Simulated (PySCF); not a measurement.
NMR data simulated for an unnamed compound:

1H NMR (600 MHz, computed): δ 7.89 (d, 2H), 7.57 (m, 1H), 7.53 (m, 2H), 6.56 (m, 1H).

13C{1H} NMR (computed): δ 144.9 (CH), 135.9 (CH), 134.1 (CH), 131.7 (C), 124.1 (CH).

[PySCF 2.14: σ from GIAO-PBE0/pcSseg-1; PBE0-D3(BJ)/def2-SVP geometry; a single conformation; no solvent model; fast rotation and ring inversion assumed for equivalent nuclei; non-relativistic Hamiltonian]

δ = σ(ref) − σ, references computed at the same level: 1H and 13C vs TMS.

Question: Which of these does the molecule contain: an ester, a benzene ring, a methoxy group, a (CH3)2CH unit?

Answer: 
- An ester: no.
- A benzene ring: yes.
- A methoxy group: no.
- A (CH3)2CH unit: no.

The data belong to `c1(SC(F)F)ccccc1`, C7H6F2S; they needn't prove each group on their own.

Carbon signals by region: 5 in the sp2 and nitrile region (100–160 ppm).

Splittings by 19F in the carbon and heteronuclear signals aren't shown, as no couplings were computed. Shifts are as computed. Against solution values, carbons near 30 ppm lie about +2 ppm off and those near 130 ppm about +5 ppm; carbons on S a further +3 ppm. Of 1211 compounds with measured shifts, 218 miss one by over three times the rms of a fit or turn the order of signals round; such compounds aren't used in these exercises. No couplings were computed; multiplicities are counted from neighbouring protons, with m where these are inequivalent, close in shift, in a saturated or five-membered ring or joined by F or P, and br s for small geminal =CH2 splittings.
